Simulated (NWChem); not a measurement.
System: C2H7NSi; SMILES [SiH2]1CNC1

Input file for NWChem:

```
start job
memory heap 200 mb stack 900 mb global 1100 mb
geometry units angstroms noautosym nocenter noautoz
  C     -0.131375     0.456134     1.166463
  N      0.277231     1.264449     0.000000
  C     -0.131375     0.456134    -1.166463
  Si     0.051328    -1.052156     0.000000
  H      0.530502     0.568889     2.051099
  H     -1.192093     0.595482     1.501364
  H     -0.043618     2.241574     0.000000
  H     -1.192093     0.595482    -1.501364
  H      0.530502     0.568889    -2.051099
  H     -1.003162    -2.127858     0.000000
  H      1.412906    -1.688863     0.000000
end
basis spherical
  C library 6-31g*
  N library 6-31g*
  Si library 6-31g*
  H library 6-31g*
end
dft
  xc hfexch
  iterations 150
  mulliken
end
task dft energy
esp
  recalculate
  probe 0.07
  range 0.3
  factor 1.0
  spacing 0.02
end
task esp
```

Excerpt of the output:

```
             Northwest Computational Chemistry Package (NWChem) 7.3.0
             --------------------------------------------------------

                             Geometry "geometry" -> ""
                             -------------------------

 Output coordinates in angstroms (scale by  1.889725989 to convert to a.u.)

  No.       Tag          Charge          X              Y              Z
 ---- ---------------- ---------- -------------- -------------- --------------
    1 C                    6.0000    -0.13137500     0.45613400     1.16646300
    2 N                    7.0000     0.27723100     1.26444900     0.00000000
    3 C                    6.0000    -0.13137500     0.45613400    -1.16646300
    4 Si                  14.0000     0.05132800    -1.05215600     0.00000000
    5 H                    1.0000     0.53050200     0.56888900     2.05109900
    6 H                    1.0000    -1.19209300     0.59548200     1.50136400
    7 H                    1.0000    -0.04361800     2.24157400     0.00000000
    8 H                    1.0000    -1.19209300     0.59548200    -1.50136400
    9 H                    1.0000     0.53050200     0.56888900    -2.05109900
   10 H                    1.0000    -1.00316200    -2.12785800     0.00000000
   11 H                    1.0000     1.41290600    -1.68886300     0.00000000

 Effective nuclear repulsion energy (a.u.)     169.4923554599

  xc_inp: hfexch multiplicative factor not found.

                                 NWChem DFT Module
                                 -----------------

 Summary of "ao basis" -> "ao basis" (spherical)
 ------------------------------------------------------------------------------
       Tag                 Description            Shells   Functions and Types
 ---------------- ------------------------------  ------  ---------------------
 C                           6-31g*                  6       14   3s2p1d
 N                           6-31g*                  6       14   3s2p1d
 Si                          6-31g*                  8       18   4s3p1d
 H                           6-31g*                  2        2   2s

            General Information
            -------------------
          SCF calculation type: DFT
          Wavefunction type:  closed shell.
          No. of atoms     :    11
          No. of electrons :    40
           Alpha electrons :    20
            Beta electrons :    20
          Charge           :     0
          Spin multiplicity:     1
          Use of symmetry is: off; symmetry adaption is: off
          Maximum number of iterations: 150
          AO basis - number of functions:    74
                     number of shells:    40
          Convergence on energy requested:  1.00D-06
          Convergence on density requested:  1.00D-05
          Convergence on gradient requested:  5.00D-04

              XC Information
              --------------
                     Hartree-Fock (Exact) Exchange  1.000

      Superposition of Atomic Density Guess
      -------------------------------------

 Sum of atomic energies:        -421.91918184

      Non-variational initial energy
      ------------------------------

 Total energy =    -424.184441
 1-e energy   =    -915.491930
 2-e energy   =     321.815133
 HOMO         =      -0.269806
 LUMO         =       0.048351

     ---------------------------------------------
      Total Density - Mulliken Population Analysis
     ---------------------------------------------

[...]

                     NWChem Electrostatic Potential Fit Module
                     -----------------------------------------

 Atom parameters

 Number of atoms is                                   11
 Number of basis functions is                         74

 Grid parameters

 Maximum number of grid points is                  43690
 Number of grid points is                          43689
 Grid range                                     0.300000 nm
 Grid spacing                                   0.020000 nm
 Probe radius                                   0.070000 nm
 Atom radius factor                             1.000000

 Atomic radii

    1    0.100000
    6    0.147000
    7    0.140000
   14    0.187000
 FASTESP  F
  using M.O. file = ./job.movecs

    Atom              Coordinates                           Charge

                                                  ESP

    1 C    -0.013138    0.045613    0.116646    0.206626
    2 N     0.027723    0.126445    0.000000   -0.730377
    3 C    -0.013138    0.045613   -0.116646    0.201679
    4 Si    0.005133   -0.105216    0.000000    0.284167
    5 H     0.053050    0.056889    0.205110   -0.025748
    6 H    -0.119209    0.059548    0.150136   -0.024395
    7 H    -0.004362    0.224157    0.000000    0.322990
    8 H    -0.119209    0.059548   -0.150136   -0.023480
    9 H     0.053050    0.056889   -0.205110   -0.023677
   10 H    -0.100316   -0.212786    0.000000   -0.104604
   11 H     0.141291   -0.168886    0.000000   -0.083179
                                            ------------
                                                0.000000

 Dipole moment                                  0.448686

 Quadrupole moment Qxx                         -3.922109
                   Qyy                          1.308621
                   Qzz                          2.613488

 RMS deviation kJ/mol                           0.066136

 RRMS %                                        45.742800
```

Level: Hartree-Fock/6-31G* (spherical d). The geometry was optimised at PBE-D3(BJ)/def2-SVP.
